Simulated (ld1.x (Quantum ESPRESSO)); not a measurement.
**What the settings do to the TM potential of lead**

Base potential:

```json
{"Element": "Pb (Z = 82)", "Generator": "ld1.x (Quantum ESPRESSO) 7.5", "Type": "norm-conserving Troullier–Martins (Kleinman–Bylander form)", "Functional": "LDA (PZ)", "Relativity": "scalar-relativistic", "Frozen core": "[Xe] 4f14 5d10", "Valence charge": "4", "Reference configuration": "6s1.75 6p2.25", "Partial waves": "6p (bound): rc 2.45 bohr; 6d channel at 0.5 Ry: rc 1.95 bohr; 6s (bound): rc 1.85 bohr", "Local potential": "the s channel", "Core correction": "none"}
```

All-electron outer shells of the reference configuration (LDA (PZ), scalar-relativistic, ld1.x):

```json
{"shell": "5p", "level (eV)": "-86.42", "outermost node (bohr)": "0.49", "outermost maximum (bohr)": "0.88"}
{"shell": "5d", "level (eV)": "-21.72", "outermost node (bohr)": "0.52", "outermost maximum (bohr)": "1.07"}
{"shell": "6s", "level (eV)": "-12.62", "outermost node (bohr)": "1.01", "outermost maximum (bohr)": "1.95"}
{"shell": "6p", "level (eV)": "-3.89", "outermost node (bohr)": "1.18", "outermost maximum (bohr)": "2.63"}
```

Cutoffs, loose and tight: the cutoffs (Ry, on a coarse ladder) from which the occupation-weighted sum of valence levels, in a spherical-Bessel basis at the reference potential, stays within 10 and 1 mRy of its value at 400 Ry. They do not see the model core or the augmentation charge, which bear on the density cutoff. Test errors are all-electron minus pseudo excitation energies from the reference, over the configurations 6s2 6p2; 6s2 6p1; 6s2 6p0; 6s2 6p1.5; 6s1 6p0; 6s2 6p2.3; 6s1 6p3 (two spin-polarised tests are not counted in the largest error). A dash means not determined; rows that change the core or the reference have their own tests.

A true bound ghost makes a file unfit for plane-wave use even where its test errors are small: the radial tests pick states by their node count and pass the ghost by.

| change | outcome | cutoff, loose | cutoff, tight | bound ghosts | largest test error (meV) |
| --- | --- | --- | --- | --- | --- |
| base | generated | 21 Ry | 45 Ry | d | +279 |
| wave 6p (bound): rc 2.45 bohr becomes 6p (bound): rc 2.02 bohr | generated | 25 Ry | 50 Ry | d | +262 |
| all radii scaled by about 1.30 (s 2.40, p 3.18, d 2.54 bohr) | generated | 18 Ry | 30 Ry | d | +230 |
| local potential the d channel | generated | 25 Ry | 45 Ry | s, p | +258 |
| wave 6s (bound): rc 1.85 bohr becomes 6s (bound): rc 2.34 bohr | generated | 18 Ry | 30 Ry | d | +281 |
| wave 6d channel at 0.5 Ry: rc 1.95 bohr becomes 6d channel at 0.08 Ry: rc 1.95 bohr | generated | 21 Ry | 45 Ry | d | +279 |
| reference 6s2 6p1.75 | generated | 21 Ry | 45 Ry | d | +107 |
| wave 6d channel at 0.5 Ry: rc 1.95 bohr becomes 6d channel at 0.5 Ry: rc 1.28 bohr | generated | 21 Ry | 45 Ry | d | +279 |
| core correction a·sin(br)/r model core inside 1.06 bohr | generated | 21 Ry | 45 Ry | d | -525 |

Q: What comes out with this change to the base: type RRKJ; local potential all-electron potential smoothed inside 1.70 bohr (lloc = -1); rho0 0.01?

A: outcome: failed: compute_phi: phi has nodes before r_c. Cause: the RRKJ expansion in Bessel functions gave a pseudo-wave with a node inside its radius.

Q: What comes out with this change to the base: type ultrasoft; waves now 6s (bound): rcut 1.60, rcutus 1.85 bohr; 6s channel at -0.55 Ry: rcut 1.60, rcutus 1.85 bohr; 6p (bound): rcut 2.15, rcutus 2.45 bohr; 6p channel at 2.7 Ry: rcut 2.15, rcutus 2.45 bohr; 6d channel at 0.5 Ry: rcut 1.70, rcutus 1.95 bohr; local potential all-electron potential smoothed inside 1.80 bohr (lloc = -1); augmentation PSQ, inside the norm-conserving radii?

A: outcome: failed: chargeps: negative rho. Cause: the spherical valence density built from the smooth waves and the augmentation charge turned negative at some radius.

Q: What comes out with this change to the base: functional PBE?

A: outcome: generated; cutoff, loose: 21 Ry; cutoff, tight: 45 Ry; bound ghosts: d; largest test error (meV): +187.
